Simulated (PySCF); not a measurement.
**Heteronuclear NMR**

Atom-mapped SMILES (the numbers label the heavy atoms): `[N:1]#[C:2][c:3]1[cH:4][nH:5][n:6][n:7]1`. Hydrogens are named by the atom that carries them.

PySCF 2.14 calculation with shielding tensors at PBE0/pcSseg-1 (GIAO), J couplings at B3LYP/pcJ-1 and coordinates at the PBE0-D3(BJ)/def2-SVP level; in vacuum, a single conformation, non-relativistic.

Question: Predict the $^{15}$N NMR data.

Answer: 
```csv
atoms,environment,σ (ppm),δ (ppm)
N6,pyridine-type nitrogen of an azole,-139.2,-23.0
N7,pyridine-type nitrogen of an azole,-139.1,-23.1
N1,nitrile nitrogen,-65.9,-90.1
N5,pyrrole-type ring nitrogen,15.0,-164.2
```

Shieldings were converted by a linear fit to measured shifts: $^{15}$N: δ = -150.45 − 0.916σ (rms 7.2 ppm, 79 shifts vs CH3NO2, solution or neat liquid). Occasional misses reach two or three times the rms, and more in compound classes unlike the fitted ones.

Couplings (the largest are listed; each averaged over equivalent pairs): $^{1}J$(N1,C2) = -20.9 Hz, $^{1}J$(N6,N7) = -18.9 Hz, $^{1}J$(N5,N6) = -18.6 Hz, $^{1}J$(C4,N5) = -16.3 Hz, $^{1}J$(C3,N7) = 8.5 Hz, $^{2}J$(C3,N5) = -13.3 Hz, $^{2}J$(C2,N7) = -9.1 Hz, $^{2}J$(N5,H(C4)) = -5.9 Hz, $^{2}J$(C3,N6) = 3.3 Hz, $^{2}J$(N1,C3) = 3.0 Hz, $^{2}J$(N5,N7) = -1.4 Hz, $^{3}J$(C2,N5) = -2.1 Hz. Signs are for $^{15}$N, whose magnetogyric ratio is negative.

On a 500 MHz spectrometer $^{15}$N resonates near 50.7 MHz, so 1 ppm is 50.7 Hz.
